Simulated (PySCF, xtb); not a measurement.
Si(All)(Cl)2(F) (C3H5Cl2FSi), SMILES C([Si](Cl)(F)Cl)C=C.

GFN2-xTB (xtb) at its own geometry gives an orbital gap of 5.18 eV and a dipole moment of 1.74 D.

Coordinates come from a r2SCAN-D4/def2-SVP optimisation. Other conformers were not sampled.

What does B3LYP/def2-TZVP (PySCF) give? (The exact figures need the calculation; the answer reports its results.)

gap 6.84 eV (levels -7.44 and -0.60 eV), dipole 2.00 D.
